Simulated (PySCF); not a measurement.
CH7FOSi2, SMILES F[SiH](O[SiH3])C. Geometry optimised at PBE-D3(BJ)/def2-SVP. Other conformers were not sampled.

**Question.** Give the equilibrium geometry at PBE-D3(BJ)/def2-SVP (PySCF confirms it by a frequency run) as Cartesian coordinates in Å. (An estimate is asked for; the answer gives what the named calculation found.)

**Answer.** This is not unique; one that fits is 
```xyz
12

Si    -0.7170    -0.8114     0.0376
C     -2.0672     0.3082     0.6715
F     -0.8211    -0.8626    -1.5990
O      0.7883    -0.2324     0.4461
Si     1.7922     1.0896     0.2057
H     -0.8034    -2.2161     0.5404
H     -1.9585     1.3296     0.2531
H     -3.0669    -0.0763     0.3844
H     -2.0292     0.3813     1.7773
H      0.9783     2.3429     0.0110
H      2.6558     1.2437     1.4232
H      2.6584     0.8732    -1.0024
```
Charge 0, spin multiplicity 1.
